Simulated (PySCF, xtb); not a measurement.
Sn(H)2(Me)2 (C2H8Sn), SMILES [CH3][SnH2][CH3].

Harmonic wavenumbers (cm⁻¹) from xtb with GFN2-xTB at its own minimum, in rising order: 92, 100, 127, 315, 479, 488, 522, 550, 723, 763, 783, 787, 794, 1294, 1297, 1457, 1460, 1461, 1465, 1626, 1760, 3040, 3043, 3044, 3045, 3055, 3057.

Question: What does B3LYP-D3(BJ)/def2-SVP in PySCF 2.14.0 give at its own minimum? (Estimate from the structure and the level; the computed values follow.)

Answer: 92, 94, 132, 335, 478, 505, 515, 555, 720, 753, 782, 784, 791, 1210, 1216, 1436, 1437, 1441, 1444, 1873, 1876, 3044, 3044, 3148, 3148, 3151, 3151. Paired by order, the mean absolute difference is 41 cm⁻¹ and the zero-point energies are 52.4 and 53.1 kcal/mol.
